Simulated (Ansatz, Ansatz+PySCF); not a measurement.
```xyz
4

C     0.2631   -0.1401    0.5257
C    -0.2631    0.1401   -0.5257
H     0.7311   -0.3892    1.4608
H    -0.7311    0.3892   -1.4608
```

Basis set: def2-SVP (spherical functions). Correlated methods keep 2 orbitals frozen. Charge 0, multiplicity 3.

Computed with Ansatz (development build ahead of 0.2.0); each method stands on the lowest determinant of its kind that the runs found.

Problem. Give the atomization energy at this shape (free ground-state atoms in the same class of orbitals less the molecule, no zero-point energy) of triplet C2H2 by PBE0 (unrestricted), UHF-CCSD(T), UHF-MP2, UHF, ROHF.

Solution.

| method | atomization energy |
| --- | --- |
| PBE0 (unrestricted) | 1157.0 kJ/mol |
| UHF-CCSD(T) | 1053.0 kJ/mol |
| UHF-MP2 | 1041.9 kJ/mol |
| UHF | 775.5 kJ/mol |
| ROHF | 777.5 kJ/mol |

Caution: another spin multiplicity may lie lower.
